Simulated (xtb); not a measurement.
Sn(iPr)(OH)3 (C₃H₁₀O₃Sn), SMILES [OH][Sn]([CH](C)C)([OH])[OH]. All values are semi-empirical tight-binding results from xtb (GFN2-xTB unless named), good for trends rather than for accurate numbers. Coordinates come from a GFN2-xTB optimisation. The isomer is the one that the SMILES or the coordinates give; other isomers of the formula were not compared. One conformer was computed; it need not be the lowest.

For metal compounds this method's bond lengths and energies can be far off.

```yaml
orbital_gap: 3.56 eV
zero_point_energy: 80.0 kcal/mol
G − E(el) at 298.15 K (modified RRHO): 55.5 kcal/mol
```
